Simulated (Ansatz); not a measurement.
SnO₃H₂. Total charge 0; singlet. Geometry PBE-D4/def2-SVP, basis def2-TZVP, Ansatz.

```xyz
6

Sn    1.2588    0.8315    0.1429
O    -1.0363    1.0258    0.2342
O    -1.0579    0.0807    1.1291
O     0.1277   -1.1727    0.4792
H     1.0933    0.6442   -1.6580
H    -0.3857   -1.4094   -0.3275
```

| run | HOMO (eV) | LUMO (eV) |
| --- | --- | --- |
| A | -7.03 | -3.73 |
| B | -5.41 | -4.68 |
| C | -5.46 | -4.78 |
| D | -6.62 | -4.11 |
| E | -5.79 | -4.74 |

In the def2 sets Sn takes a core potential; there is no spin–orbit coupling. HSE06 is defined as in plane-wave codes, on full-range PBE exchange. The structure holds one bond between oxygen atoms, so isomers without such links may lie far lower. Another isomer (singlet) lies 4.00 eV lower at PBE0-D4/def2-TZVP; other spin states weren't run for this one.

The runs used BLYP, HSE06, PBE, PBE0, r2SCAN. Estimate which is which.

A PBE0 (25 % exact exchange); B BLYP (0 % exact exchange); C PBE (0 % exact exchange); D HSE06 (range-separated); E r2SCAN (0 % exact exchange). Exact exchange lowers occupied and raises empty levels; among semilocal functionals meta-GGAs tend to open the gap a little, and such runs are hard to tell apart. The gap grows from 0.68 eV (PBE) to 3.29 eV (PBE0). The restricted singlet is unstable towards broken spin symmetry in Hartree–Fock (as tested in another run); at PBE0-D4/def2-TZVP, BLYP-D4/def2-TZVP, PBE-D4/def2-TZVP, HSE06-D4/def2-TZVP and others this wasn't settled.
